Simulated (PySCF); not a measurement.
Si(H)(Me)(OH)(OMe) (C2H8O2Si), SMILES [SiH](O)(OC)C.

The structure is a stationary point at ωB97X-D3(BJ)/def2-SVP. Other conformers were not sampled.

Vertical ionisation energy (IE) and electron affinity (EA) in eV. Rows of orbital energies are one-electron estimates. Where ΔSCF, EOM or ADC give a negative EA the extra electron is unbound and the value depends on the basis.

```tsv
level	IE	EA
−ε(HOMO), −ε(LUMO), PBE0/def2-TZVP (PySCF)	___	___
−ε(HOMO), −ε(LUMO), PBE/def2-TZVP (PySCF)	6.51	0.16
```

Task: What belongs in the gaps? (The exact figures need the calculation; the answer reports its results.)

Result: 
- −ε(HOMO), −ε(LUMO), PBE0/def2-TZVP (PySCF), IE: 8.07
- −ε(HOMO), −ε(LUMO), PBE0/def2-TZVP (PySCF), EA: -0.71
